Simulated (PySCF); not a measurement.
Consider TiO2, `[O]=[Ti]=[O]` (O2Ti). Optimised structure (Å), atoms numbered from 1:
```
Ti    0.0076   -0.0130   -0.6410
O     1.3419    0.0010    0.3075
O    -1.3274    0.0018    0.3065
```

Level of theory: B3LYP-D3(BJ)/ma-def2-SVP single points in PySCF, grid level 2; every species was optimised with PBE-D3(BJ)/def2-SVP. The prefix ma- adds one diffuse s and one diffuse p function on all atoms but H. Zero-point and thermal terms (298.15 K, 1 bar) come from unscaled GFN2-xTB harmonic frequencies, with soft modes damped to free rotors in the entropy. These were taken at the GFN2-xTB minima.

Question: What are the vertical and the adiabatic ionisation energy for forming the radical cation?

Answer: 9.89 eV vertical and 9.76 eV adiabatic, the latter with zero-point energy.

Question: Where does the unpaired spin of the relaxed radical cation sit?

Answer: O2 (oxygen) 0.69, O3 (oxygen) 0.69, Ti1 (Ti) -0.38 (intrinsic atomic orbital populations).

Question: How far is −ε(HOMO) from the vertical value by ΔSCF?

Answer: −ε(HOMO) = 7.17 eV, which is 2.72 eV below the ΔSCF value.

Known limits: ma-def2-SVP is a small basis, whose errors can reach tens of kJ/mol; spin-orbit coupling is left out of the energies, which matters for open shells on the heavier atoms.
